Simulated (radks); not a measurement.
Results of a calculation; reference values are marked as such.
Isoelectronic series with 3 electrons, all held in the configuration [He] 2s1, which need not be the ground one along the series. Code: a radial shooting solver on a logarithmic mesh with Libxc functionals. Model: Dirac Kohn-Sham, PBE, spin-unpolarised, spherical densities, finite nucleus; Fermi nuclear charge, rms radius of each element as measured or else 0.836 A^(1/3) + 0.57 fm. Total energies (hartree) and mean radii <r> (bohr):

ion    E (hartree)    2s1/2    1s1/2
Li        -7.45220    3.907   0.5819
C3+      -34.70685    1.282   0.2693
F6+      -82.27396   0.7775   0.1749
Mg9+    -150.22008   0.5584   0.1294
P12+    -238.64754   0.4354   0.1026
Ar15+   -347.69066   0.3565  0.08495
Sc18+   -477.51659   0.3016  0.07240
Cr21+   -628.32633   0.2611  0.06303
Co24+   -800.35623   0.2300  0.05576
Zn27+   -993.88002   0.2053  0.04994
As30+  -1209.21064   0.1852  0.04519
Kr33+  -1446.70400   0.1685  0.04122
Mo39+  -1989.82681   0.1423  0.03496
Rh42+  -2296.40718   0.1318  0.03244
Cd45+  -2627.05780   0.1227  0.03023
Sb48+  -2982.40319   0.1145  0.02827
Xe51+  -3363.12927   0.1073  0.02652
La54+   -3770.0085   0.1008  0.02494
Nd57+   -4203.8924  0.09490  0.02351
